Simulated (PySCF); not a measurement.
Do core-level shifts follow atomic charges?

Compound: C₅H₁₄BN.
Geometry (PBE0-D3(BJ)/def2-SVP, Å), atoms numbered from 1 in this order:
```
atom  x, y, z in Å
B1    -1.771   -0.553    0.900
N2    -0.853    0.437   -0.010
C3    -1.445    0.661   -1.334
C4     0.535   -0.029   -0.107
C5     1.594    0.873   -0.767
C6     2.583    0.388    0.310
C7     1.380   -0.045    1.170
H8    -1.240   -0.603    2.003
H9    -1.768   -1.634    0.317
H10   -2.880   -0.032    0.936
H11   -0.842    1.329    0.490
H12   -0.844    1.365   -1.931
H13   -2.463    1.045   -1.206
H14   -1.505   -0.305   -1.852
H15    0.497   -1.026   -0.571
H16    1.839    0.703   -1.826
H17    1.347    1.939   -0.631
H18    3.169   -0.476   -0.037
H19    3.276    1.128    0.734
H20    1.430   -0.985    1.734
H21    1.063    0.754    1.860
```

Binding energies: delta-SCF UKS SCAN, pcX-2 on the ionised atom, pcseg-1 elsewhere, spin-free X2C (PySCF 2.14.0). Charges: PBE0/pcSseg-1 ground-state density, for the ionised atom.

| atom | environment | C 1s (eV) | Mulliken (e) | IAO (e) | Hirshfeld (e) | ESP (e) |
| --- | --- | --- | --- | --- | --- | --- |
| C7 | four-membered-ring carbon | 290.83 | -0.154 | -0.256 | -0.063 | -0.150 |
| C6 | four-membered-ring carbon | 290.93 | -0.223 | -0.258 | -0.066 | -0.207 |
| C5 | four-membered-ring carbon | 291.01 | -0.175 | -0.275 | -0.074 | -0.180 |
| C4 | sp3 carbon bound to nitrogen | 291.82 | -0.134 | -0.009 | +0.038 | +0.268 |
| C3 | N-methyl carbon | 292.06 | -0.105 | -0.303 | -0.042 | -0.342 |

How well does each charge scheme correlate with the binding energies over these sites?

Mulliken: r = 0.79, slope 10.1 eV per e; Hirshfeld: r = 0.66, slope 8.1 eV per e; IAO: r = 0.34, slope 1.6 eV per e; ESP: r = 0.18, slope 0.4 eV per e. Mulliken charges have the highest r, on only 5 points.

The point-charge model writes a binding energy as kq + V + constant, with V the potential of the other atoms' charges at the site. What does it give with the Hirshfeld charges?

V = Σ 14.40 eV Å × q/r over all other atoms: +1.18 eV at C7, +1.18 eV at C6, +1.60 eV at C5, +0.06 eV at C4, +1.79 eV at C3. Fitting binding energy − V to q gives k = 20.3 eV per e and leaves an rms residual of 0.09 eV, against 0.38 eV for the fit on q alone. The model has no term for differences in relaxation between sites.

The structure is a single PBE0-D3(BJ)/def2-SVP conformer in the gas phase; no vibrational or solvent corrections.
